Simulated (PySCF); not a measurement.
## `CN(C)C(F)=C=CF`, C5H7F2N

Geometry (Å), atoms numbered from 1 in this order:
```xyz
15

C    -0.4480   -1.0826   -0.8011
N    -0.7101    0.2283   -0.2682
C    -2.0590    0.4886    0.1796
C     0.3394    0.8913    0.3001
F     0.0228    2.1376    0.6614
C     1.5636    0.4272    0.5002
C     2.7877   -0.0197    0.5272
F     3.6136    0.0018   -0.5320
H    -0.3664   -1.8548   -0.0117
H     0.4966   -1.0707   -1.3630
H    -1.2632   -1.3648   -1.4831
H    -2.3606   -0.1834    1.0065
H    -2.1461    1.5252    0.5229
H    -2.7600    0.3425   -0.6562
H     3.2864   -0.4628    1.3981
```

The calculation used TDDFT CAM-B3LYP/aug-cc-pVDZ excited states, vertical, gas phase (PySCF). Geometry: PBE0-D3(BJ)/def2-SVP.

(1) How strongly do the lowest singlets absorb one photon, and two photons of half the energy?

## Answers

(1) δ for parallel linear polarisation; σ at the peak of a Lorentzian of half width 0.1 eV, single beam; Ω is circular over linear.
| state | E (eV) | f | photon λ (nm) | δ (au) | σ (GM) | Ω | main |
| --- | --- | --- | --- | --- | --- | --- | --- |
| S1 | 4.65 | 0.006 | 533 | 19.6 | 0.15 | 0.57 | HOMO→LUMO+3 0.29, HOMO→LUMO+4 0.28 |
| S2 | 5.37 | 0.079 | 462 | 96.7 | 1.02 | 1.40 | HOMO→LUMO 0.80 |
| S3 | 6.00 | 0.215 | 414 | 298 | 3.92 | 0.40 | HOMO→LUMO+5 0.29, HOMO→LUMO+1 0.21 |
| S4 | 6.08 | 0.003 | 408 | 29.2 | 0.40 | 0.35 | HOMO−1→LUMO+5 0.23, HOMO−1→LUMO+4 0.19 |
| S5 | 6.14 | 0.010 | 404 | 125 | 1.72 | 0.95 | HOMO→LUMO+1 0.55, HOMO→LUMO+5 0.12 |
| S6 | 6.22 | 0.006 | 398 | 192 | 2.73 | 1.01 | HOMO→LUMO+2 0.65, HOMO→LUMO+1 0.10 |

Among these, the strongest one-photon state is S3, the strongest two-photon state S3, with a dipole change of 1.6 D (relaxed, norm of the difference vector).
